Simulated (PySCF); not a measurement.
Symmetry of computed structures. Method used: PBE0/pcSseg-1 in PySCF (dipole) on a GFN2-xTB geometry, gas phase. The symmetry is that of the one conformer found, every atom within 0.08 Å of its image; none is proved a minimum here.

Q: Point group, rotor type and polarity of `[OH:1][OH:2]` with H–O1–O2–H 180°?

A: C2h; near-prolate asymmetric top; symmetry number 2; 4 operations, which sort the 4 atoms into 2 sets; dipole forbidden by symmetry (computed 0.00 D); A, B, C = 313659, 28055, 25752 MHz.

Q: What symmetry has `[CH3:1][O:2][c:3]1[cH:4][c:5]([C:6](=[O:7])[F:8])[cH:9][cH:10][c:11]1[CH3:12]` with C1–O2–C3–C4 0°, C4–C5–C6–O7 0°, H–C1–O2–C3 -61° (nearest H), H–C12–C11–C10 0° (nearest H)?

A: Cs; asymmetric top; symmetry number 1; 2 operations, which sort the 21 atoms into 19 sets; dipole 4.10 D, in the ab plane, which is the mirror; A, B, C = 1574, 634.9, 455.0 MHz.

Q: `[O:1]=[CH:2][O:3][C@@H:4]1[CH2:5][SiH2:6][O:7][Si@@H:8]1[Cl:9]` with O1–C2–O3–C4 -1°, C2–O3–C4–C5 151°, O3–C4–C5–Si6 -161°, C4–C5–Si6–O7 23°, C5–Si6–O7–Si8 0°, Si6–O7–Si8–Cl9 99°: symmetry, top, dipole?

A: C1; asymmetric top; symmetry number 1; this conformer is chiral (no improper operation); dipole 3.53 D.
